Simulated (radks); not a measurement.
Values are calculated unless marked as measured or tabulated.
Effect of the nuclear size on the erbium ion Er52+, [Ne] 3s2 3p4. Level of theory: Dirac Kohn-Sham, BLYP, spin-unpolarised, spherical densities, finite nucleus; open shells fill j = l - 1/2 first; Fermi nuclear charge, rms radius 5.2516 fm (a radial shooting solver on a logarithmic mesh with Libxc functionals). The rms radius is varied about that value; shifts are against it.

rms radius (fm)  total energy shift (eV)  density at nucleus (e/bohr^3)  1s1/2 shift (meV)  2s1/2 shift (meV)  2p1/2 shift (meV)  3s1/2 shift (meV)  3p1/2 shift (meV)  3p3/2 shift (meV)  4s1/2 (empty) shift (meV)
4.4008                             -9.64                      9.201e+05              -3940               -538              0.760               -140             -0.553               6.68                      -53.2
5.0835                             -2.00                      8.824e+05               -819               -112              0.152              -29.1             -0.116               1.39                      -11.0
5.2516                                 0                      8.741e+05              0.000              0.000              0.000              0.000              0.000              0.000                      0.000
5.74                                6.07                      8.519e+05               2490                339             -0.446               88.2              0.358              -4.21                       33.5
6.0551                              10.2                      8.387e+05               4170                569             -0.734                148              0.605              -7.06                       56.2

Slopes of the eigenvalues against <r^2> in GHz/fm^2, as finite differences over the two radii next to the reference (eigenvalue slopes, not the field-shift constants of lines): 1s1/2 112000, 2s1/2 15300, 2p1/2 -20.3, 3s1/2 3990, 3p1/2 16.2, 3p3/2 -190, 4s1/2 (empty) 1510.
